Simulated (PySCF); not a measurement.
Co: ionisation energy

Co [Ar] 3d7 4s2 (4F) → Co+ [Ar] 3d8 (3F), as a difference of total energies. All numbers are calculated (PySCF 2.14, the spin-free X2C one-electron Hamiltonian (Gaussian nucleus), in x2c-TZVPPall with one added diffuse shell each of s, p, d, f type (7s6p5d3f1g, 80 functions)). Correlated levels: valence and next inner shell: [Ne] frozen. The calculations carry no spin-orbit coupling.

```tsv
method	ionisation energy (eV)
UHF	8.292
MP2 (valence and next inner shell)	7.072
SCS-MP2 (valence and next inner shell)	7.227
CCSD (valence and next inner shell)	7.991
CCSD(T) (valence and next inner shell)	8.020
```

Problem. How much does correlation contribute at CCSD(T) (valence and next inner shell)?

Solution. 8.020 − (8.292) = -0.272 eV, measured against UHF.

Errors of the correlated levels include the incompleteness of this basis and the frozen core.

For comparison: 7.869 eV (measured; NIST levels, between the centres of gravity of the two terms).
